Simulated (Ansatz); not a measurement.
Total energies of Ag2Br⁺ (the lowest singlet isomer of a short search) from Ansatz at PBE0-D4/def2-TZVP, gas phase (1 Eh = 27.2114 eV = 2625.5 kJ/mol). The reference geometry is relaxed at PBE0-D4/def2-TZVP.

```xyz
3

Ag   -1.657    0.648   -1.133
Ag    1.914    0.223    0.860
Br   -0.256   -0.871    0.273
```

```
           state                      geometry  energy (Eh)
charge 1 singlet                     reference  -2867.65013
charge 0 doublet                     reference  -2867.86836
charge 1 triplet  relaxed at PBE0-D4/def2-TZVP  -2867.52282
charge 1 quintet  relaxed at PBE0-D4/def2-TZVP  -2867.37053
```

In the def2 sets Ag takes a core potential; there is no spin–orbit coupling.

Task: Work out the vertical electron affinity, to the doublet.

Result: E(charge 1 singlet) − E(charge 0 doublet) = -2867.65013 − (-2867.86836) = 0.21823 Eh = 5.94 eV.

Task: Which of the charge 1 states is lowest, and how far above it are the others?

Result: The singlet. triplet: -2867.52282 − (-2867.65013) = 0.12731 Eh = 334.3 kJ/mol; quintet: -2867.37053 − (-2867.65013) = 0.27960 Eh = 734.1 kJ/mol.

The structure comes from a short search, and lower isomers may exist.
